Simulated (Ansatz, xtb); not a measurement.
## Two isomers of C5H11NS

Structure a is `[H]/N=C\[C@H](S)C(C)C`, a singlet and structure b is `CC(C)/C(S)=C\N`, a singlet. Both are isolated molecules in the gas phase, relaxed with PBE0-D3(BJ)/def2-SVP; the shapes shown needn't be the lowest conformers.

a (Å):

```yaml
atoms:
  - { symbol: C, position_ang: [-1.7843, 0.1129, 0.7299] }
  - { symbol: C, position_ang: [-1.7134, 0.5529, -0.7272] }
  - { symbol: C, position_ang: [-3.0971, 0.7936, -1.3139] }
  - { symbol: C, position_ang: [-0.7767, 1.7580, -0.9352] }
  - { symbol: C, position_ang: [0.6659, 1.4005, -0.6319] }
  - { symbol: N, position_ang: [1.5343, 2.0605, 0.0031] }
  - { symbol: S, position_ang: [-1.3127, 3.3025, -0.1281] }
  - { symbol: H, position_ang: [-2.3090, 0.8611, 1.3452] }
  - { symbol: H, position_ang: [-0.7832, -0.0443, 1.1613] }
  - { symbol: H, position_ang: [-2.3423, -0.8307, 0.8222] }
  - { symbol: H, position_ang: [-1.2421, -0.2685, -1.2999] }
  - { symbol: H, position_ang: [-3.7269, -0.1025, -1.2075] }
  - { symbol: H, position_ang: [-3.5981, 1.6287, -0.8008] }
  - { symbol: H, position_ang: [-3.0425, 1.0434, -2.3850] }
  - { symbol: H, position_ang: [-0.8158, 2.0223, -2.0084] }
  - { symbol: H, position_ang: [-1.2449, 2.8494, 1.1431] }
  - { symbol: H, position_ang: [0.9657, 0.4210, -1.0500] }
  - { symbol: H, position_ang: [1.1138, 2.9484, 0.3172] }
```

b (Å):

```yaml
atoms:
  - { symbol: C, position_ang: [-1.7473, -1.6140, 0.4761] }
  - { symbol: C, position_ang: [-1.8219, -0.0982, 0.3126] }
  - { symbol: C, position_ang: [-0.9114, 0.6143, 1.3134] }
  - { symbol: C, position_ang: [-1.5311, 0.3478, -1.1027] }
  - { symbol: C, position_ang: [-2.2459, 1.2929, -1.7542] }
  - { symbol: N, position_ang: [-3.2967, 2.0262, -1.2592] }
  - { symbol: S, position_ang: [-0.0287, -0.1975, -1.8788] }
  - { symbol: H, position_ang: [-0.7221, -1.9721, 0.2936] }
  - { symbol: H, position_ang: [-2.4192, -2.1283, -0.2287] }
  - { symbol: H, position_ang: [-2.0299, -1.9117, 1.4977] }
  - { symbol: H, position_ang: [-2.8657, 0.1932, 0.5372] }
  - { symbol: H, position_ang: [0.1423, 0.3795, 1.0948] }
  - { symbol: H, position_ang: [-1.0327, 1.7062, 1.2508] }
  - { symbol: H, position_ang: [-1.1258, 0.2989, 2.3472] }
  - { symbol: H, position_ang: [-0.3841, -1.4757, -2.1589] }
  - { symbol: H, position_ang: [-1.9409, 1.5683, -2.7686] }
  - { symbol: H, position_ang: [-3.7312, 1.7048, -0.4035] }
  - { symbol: H, position_ang: [-3.9522, 2.3928, -1.9358] }
```

Which of the two would you expect CCSD(T)/def2-SVP + ΔMP2/def2-TZVPP electronic energies to favour?

CCSD(T)/def2-SVP + ΔMP2/def2-TZVPP gives E(b) − E(a) = +0.022 eV, slightly favouring structure a, which is too small a margin to settle the true order.

Level by level:

| level | geometry | E(b) − E(a) (eV) | departure from the last row (eV) | job, with rough time for the two |
| --- | --- | --- | --- | --- |
| GFN2-xTB | GFN2-xTB | −0.103 | −0.126 | optimisation, 0.58 s |
| HF/STO-3G | GFN2-xTB | +0.257 | +0.234 | single point, 1.2 s |
| r2SCAN-D4/def2-SVP | GFN2-xTB | −0.119 | −0.141 | single point, 16 s |
| PBE0-D3(BJ)/def2-SVP | PBE0-D3(BJ)/def2-SVP | −0.084 | −0.106 | optimisation, 3.1 min |
| HF/def2-SVP | PBE0-D3(BJ)/def2-SVP | −0.025 | −0.047 | part of the CCSD(T) run |
| MP2/def2-SVP | PBE0-D3(BJ)/def2-SVP | +0.023 | +0.001 | part of the CCSD(T) run |
| CCSD(T)/def2-SVP | PBE0-D3(BJ)/def2-SVP | +0.085 | +0.063 | single point |
| CCSD(T)/def2-SVP + ΔMP2/def2-TZVPP | PBE0-D3(BJ)/def2-SVP | +0.022 |  | single point, 6.3 min |

As drawn, b has 1 C=C, 1 C–N, 1 N–H in place of 1 C=N, 1 C–C, 1 C–H.

The largest departure from CCSD(T)/def2-SVP + ΔMP2/def2-TZVPP is that of HF/STO-3G, 0.234 eV. The last row adds to CCSD(T) the change of the MP2 difference between the two basis sets, here −0.063 eV.

With thermal terms from frequencies at re-optimised GFN2-xTB minima (ideal gas, soft modes damped towards free rotors, one conformer each, 298.15 K, 1 atm): the zero-point term adds −0.002 eV; ΔH is +0.031 and ΔG +0.017 eV.

The correlated steps freeze 11 core orbitals. Mirror images aren't counted in ΔG. Programs: Ansatz 0.2.0, xtb 6.7.1; the last row on 2 threads of Arm Neoverse N1 on a shared host.
